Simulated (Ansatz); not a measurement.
System: C₃H₉Si, charge -1, multiplicity 1. It need not be the lowest isomer of its formula. Whether it binds its extra electron was not tested at this geometry. 
Coordinates optimised at B3LYP-D3(BJ)/def2-TZVP (Ansatz, a program for electronic structure):
SMILES: C[Si-](C)C
```xyz
13

Si     0.1555    -0.0493     0.6760
C      1.5456    -0.3211    -0.6825
C     -1.1840    -1.2414    -0.1218
C     -0.5595     1.6253    -0.0565
H      2.3627     0.3998    -0.5596
H      1.9878    -1.3211    -0.5989
H      1.1551    -0.2127    -1.7070
H     -0.8939    -2.2927    -0.0070
H     -1.3262    -1.0493    -1.1973
H     -2.1577    -1.1242     0.3689
H     -0.7585     1.5566    -1.1379
H     -1.4984     1.9022     0.4379
H      0.1402     2.4547     0.1013
```
Charge -1, spin multiplicity 1.

Total electronic energies in hartree. Valence correlation only, unless marked. No spin-orbit coupling. Non-relativistic. CBS marks a two-point X^-3 extrapolation of the correlation energy; Hartree-Fock from the larger set. [CCSD(T)-MP2]/basis is that difference in the basis named.

| level | program | energy (Eh) |
|---|---|---|
| RI-HF/cc-pV(T+d)Z | Ansatz | -407.80219 |
| BLYP/def2-TZVPD | Ansatz | -409.20413 |
| revPBE-D4/def2-TZVPD | Ansatz + dftd4 | -409.22587 |
| revPBE/def2-TZVPD | Ansatz | -409.18988 |
| PBE0-D4/def2-TZVPD | Ansatz + dftd4 | -409.02097 |
| r2SCANh-D4/def2-TZVPD | Ansatz + dftd4 | -409.17795 |
| wB97M-V/def2-TZVPD | Ansatz | -409.18415 |
| MP2/cc-pV(T+d)Z | Ansatz | -408.48794 |
| RI-MP2/aug-cc-pV(T+d)Z | Ansatz | -408.50863 |
| RI-MP2/aug-cc-pV(Q+d)Z | Ansatz | -408.55414 |
| SCS-MP2/aug-cc-pV(D+d)Z | Ansatz | -408.35751 |
| SCS-MP2/cc-pVTZ | Ansatz | -408.49707 |
| CCSD(T)/cc-pV(T+d)Z | Ansatz | -408.57217 |
| RI-MP2/CBS(aug-cc-pV(T+d)Z,aug-cc-pV(Q+d)Z)+[CCSD(T)-MP2]/aug-cc-pV(D+d)Z | Ansatz | -408.6664 |
| CCSD(T)/CBS(aug-cc-pV(T+d)Z,aug-cc-pV(Q+d)Z) | Ansatz | -408.6520 |

Totals of different functionals don't rank their quality; only differences between species are comparable.
